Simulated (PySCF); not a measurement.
```xyz
3
charge 1 multiplicity 5, angstrom
Rh    0.0000    0.0000   -0.2474
O     1.3666    0.0000    0.7989
O    -1.3666    0.0000    0.7989
```

These are results of UPBE0 in PySCF with Rh def2-TZVP with ECP28, O def2-TZVP; scalar-relativistic core potentials, no spin–orbit coupling; density-fitted integrals, not measurements.

This geometry of [RhO2]+ is a stationary point at this level.

Q: What is the point group?

A: C2v.

Q: Is it a minimum?

A: Yes: all harmonic wavenumbers are real.

Q: What are the dipole moment and the gap between the highest occupied and lowest empty levels of either spin?

A: 2.87 D about the centre of mass and 3.35 eV.

Q: Give the atomic charges and bond orders.

A: 
```
atom  Mulliken  Löwdin  polar tensor  spin (Mulliken)  Mayer order to Rh1
 Rh1      1.34    0.95          1.24             1.71                   –
O2,3     -0.17    0.03         -0.12             1.14                1.58
```

Q: Give the ideal-gas entropy at 298.15 K and 1 bar by parts.

A: translation 170.0, rotation 92.0, vibration 8.5, spin 13.4; total 283.8 J/(mol K).

Only a few start shapes were tried, so a lower isomer may exist. With open d or f shells other occupations or spin states may lie lower. At this level a quintet minimum of Cs symmetry lies 108 kJ/mol below this structure.
